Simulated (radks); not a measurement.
Problem. All-electron atom: the germanium ion Ge18+ in [Ne] 3s2 3p2 (the NIST ground configuration). Method: scalar-relativistic Kohn-Sham, BLYP, spin-polarised, spherical densities, finite nucleus; open shells are filled with parallel spins first; Fermi nuclear charge, rms radius 4.0742 fm; computed with a radial shooting solver on a logarithmic mesh with Libxc functionals. Some entries of the table are withheld. Estimate them.

| orbital | occ. | eigenvalue (eV) | <1/r> (bohr^-1) |
|---|---|---|---|
| 1s up | 1 | -11672.99 | 32.38 |
| 1s down | 1 | -11670.77 | 32.39 |
| 2s up | 1 | -2059.781 | 7.182 |
| 2s down | 1 | -2057.947 | 7.184 |
| 2p up | 3 | (1) | 7.035 |
| 2p down | 3 | (2) | 7.034 |
| 3s up | 1 | (3) | 2.756 |
| 3s down | 1 | (4) | 2.749 |
| 3p up | 2 | -682.5169 | (5) |
| 3p down | 0 | -673.1988 | (6) |

Solution. 
(1) 2p up eigenvalue (eV): -1892.320
(2) 2p down eigenvalue (eV): -1889.775
(3) 3s up eigenvalue (eV): -735.4460
(4) 3s down eigenvalue (eV): -726.0126
(5) 3p up <1/r> (bohr^-1): 2.669
(6) 3p down <1/r> (bohr^-1): 2.665
